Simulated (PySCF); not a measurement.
HfCl₃, SMILES [Cl][Hf+]([Cl])[Cl], charge +1, multiplicity 1.

Coordinates come from a B3LYP-D3(BJ)/def2-SVP optimisation. The spin state was assumed, not searched. The isomer is the one that the SMILES or the coordinates give; other isomers of the formula were not compared. The def2 effective core potentials stand for the cores of Hf; spin–orbit coupling is left out.

Level of theory: TDDFT-PBE/def2-SVPD (PySCF).

Vertical excitations; the highest root listed may be one member of a degenerate set. Gas-phase values at a fixed geometry. State labels are in the subgroup Cs.

| state | symmetry | energy (eV) | λ (nm) | f | main pairs |
|---|---|---|---|---|---|
| S1 | A" | 3.48 | 357 | 0.000 | HOMO→LUMO 100 % |
| S2 | A" | 3.85 | 322 | 0.008 | HOMO−2→LUMO (degenerate set) |
| S3 | A' | 3.85 | 322 | 0.008 | HOMO−1→LUMO (degenerate set) |
| S4 | A' | 4.40 | 282 | 0.003 | HOMO−3→LUMO 94 % |
| S5 | A" | 4.49 | 276 | 0.003 | HOMO→LUMO+1 (degenerate set) |
| S6 | A' | 4.49 | 276 | 0.003 | HOMO→LUMO+2 (degenerate set) |
| S7 | A" | 4.53 | 274 | 0.004 | HOMO−4→LUMO (degenerate set) |
| S8 | A' | 4.53 | 274 | 0.004 | HOMO−5→LUMO (degenerate set) |
| S9 | A" | 4.80 | 258 | 0.000 | HOMO−2→LUMO+1 50 %, HOMO−1→LUMO+2 50 % |
| S10 | A' | 4.88 | 254 | 0.010 | HOMO−1→LUMO+1 48 %, HOMO−2→LUMO+2 48 % |
| T1 | A" | 3.43 | 361 | 0 | HOMO→LUMO 100 % |
| T2 | A" | 3.73 | 332 | 0 | HOMO−2→LUMO (degenerate set) |
| T3 | A' | 3.73 | 332 | 0 | HOMO−1→LUMO (degenerate set) |
| T4 | A' | 4.04 | 307 | 0 | HOMO−3→LUMO 96 % |
Triplets are in the Tamm–Dancoff approximation, which puts them higher than full response would, so one can lie above its singlet here.
